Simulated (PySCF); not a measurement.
**A barrier at the coupled-cluster level**

Start structure (BSiH$_{6}$OF, closed shell), relaxed at PBE0-D4/def2-TZVP:

B1  (-1.443, 0.191, -0.009)
F2  (-1.835, -0.894, -0.758)
H3  (-2.165, 0.464, 0.916)
H4  (-0.989, 1.120, -0.656)
H5  (-0.112, -1.243, 1.051)
O6  (-0.027, -0.343, 0.721)
Si7  (1.364, 0.091, -0.158)
H8  (2.449, -0.732, 0.432)
H9  (1.183, -0.226, -1.588)
H10  (1.585, 1.527, 0.089)
(Å)

The step: SiH₄O ([OH][SiH3]) + BH₂F ([BH2][F]) → BSiH₅O ([BH2][O][SiH3]) + HF; bonds formed: F2–H5; dative contacts that become bonds: B1–O6; bonds broken: B1–F2, H5–O6. PySCF 2.14 with density fitting (its default auxiliary sets; JK sets also for MP2 and CCSD(T)); basis: def2-TZVPP and def2-QZVPP; cores frozen in the correlated methods. Extrapolation: Hartree–Fock as exp(−7.88 √X), correlation as X^−2.97. Energies below are by CCSD(T) at an estimated basis limit (MP2 extrapolated from triple and quadruple zeta, plus CCSD(T) − MP2 in triple zeta).

(1) What are the electronic barrier and the energy of the step, from the start structure to the end structure? (An estimate is asked for; the value comes from the calculation.)

T1 diagnostic: at most 0.012. The end structure is not quite a true minimum (one mode of 52i cm⁻¹).

Answers

(1) Computed: Barrier 0.911 eV; step energy 0.093 eV (uphill); reverse barrier, their difference, 0.818 eV. Barrier and step energy count from the start structure, the reverse barrier from the end structure.

The saddle point: One imaginary mode of 874i cm⁻¹.
| pair | start (Å) | saddle (Å) | end (Å) |
| --- | --- | --- | --- |
| B1–O6 | 1.68 | 1.51 | 1.36 |
| F2–H5 | 2.52 | 1.10 | 0.94 |
| B1–F2 | 1.38 | 1.64 | 3.50 |
| H5–O6 | 0.96 | 1.28 | 1.72 |

Zero-point energy (harmonic, PBE0-D4): ZPE is 1.786 eV at the start and 1.675 eV at the saddle, so the barrier goes from 0.911 to 0.800 eV.

The step is the kind of ligand exchange by which a precursor binds to a hydroxyl group, or is hydrolysed, in atomic layer deposition of oxides.

Labels in which every atom is bracketed show which atoms are joined, not bond orders.

For scale, one of the runs: CCSD(T)/def2-TZVPP, 219 basis functions, launched by `OMP_NUM_THREADS=4 python run.py`. Time: 12 min of wall clock on 4 CPU threads of an Arm Neoverse V1; the host was shared. Peak host memory: 3.5 GiB.
